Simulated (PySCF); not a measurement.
OY, SMILES [O]=[Y] (connectivity only; charge and spin as stated), neutral, multiplicity 2. The structure is a stationary point at PBE-D3(BJ)/def2-TZVPD. The def2 effective core potentials stand for the cores of Y; spin–orbit coupling is left out.

Computed with PBE-D3(BJ)/def2-TZVPD (PySCF 2.14.0).

Harmonic wavenumbers (cm⁻¹): 852. Rotational constants (GHz): 11.42 (linear); symmetry number 1.

### Question
Work out the zero-point energy and the ideal-gas rigid-rotor harmonic-oscillator thermochemistry at 298.15 K and 1 atm.

### Answer
ZPE = ½ Σ hcν = ½ × 852 cm⁻¹ = 5.09 kJ/mol. H − E(el) = 13.94 kJ/mol. Entropy in J/(mol K): translation 166.78, rotation 60.69, vibration 0.71, spin 5.76, total 233.93. G − E(el) = -55.81 kJ/mol. Cp = 31.48 J/(mol K).
